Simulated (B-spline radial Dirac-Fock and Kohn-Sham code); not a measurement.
**He 1s: cross section and angular parameters**

System: the free helium atom, 1s2; threshold 22.47 eV (orbital energy of the model). Method: Dirac-Hartree-Slater photoionisation with a Latter tail; cross sections with all multipoles, angular parameters from the dipole term and its interference with E2. Computed with a radial atomic solver.

| hν (eV) | σ (kb) | β | γ |
| --- | --- | --- | --- |
| 50.4 | 1600 | 2.000 | 0.095 |
| 60 | 1070 | 2.000 | 0.111 |
| 87 | 442 | 2.000 | 0.146 |
| 87.3 | 438 | 2.000 | 0.146 |
| 104 | 284 | 2.000 | 0.165 |
| 126 | 175 | 2.000 | 0.187 |
| 150 | 112 | 2.000 | 0.211 |
| 170 | 80.3 | 2.000 | 0.230 |
| 215 | ? | ? | ? |
| 222 | 38.8 | 2.000 | 0.277 |
| 413 | 6.40 | 2.000 | 0.430 |
| 621 | 1.80 | 2.000 | 0.565 |
| 652 | 1.54 | 2.000 | 0.583 |
| 673 | 1.39 | 2.000 | 0.594 |
| 963 | 0.434 | 2.000 | 0.723 |
| 989 | 0.398 | 2.000 | 0.732 |
| 1000 | 0.384 | 2.000 | 0.736 |
| 1253.6 | 0.184 | 2.000 | 0.821 |
| 1310 | 0.159 | 2.000 | 0.839 |
| 2100 | 0.0346 | 2.000 | 1.060 |
| 2110 | 0.0341 | 2.000 | 1.062 |
| 2984.4 | 0.0109 | 2.000 | 1.287 |
| 3650 | 0.00555 | 2.000 | 1.438 |
| 3670 | 0.00545 | 2.000 | 1.443 |
| 4000 | 0.00407 | 2.000 | 1.510 |
| 8370 | 0.000337 | 2.000 | 2.135 |
| 9251.7 | 0.000241 | 2.000 | 2.252 |
| 13100 | 7.40e-05 | 2.000 | 2.737 |
| 13600 | 6.50e-05 | 2.000 | 2.791 |
| 15000 | 4.64e-05 | 2.000 | 2.932 |

Q: Give the values at 215 eV.

A: σ = 42.4 kb, β = 2.000, γ = 0.271. For an s subshell δ is negligible.
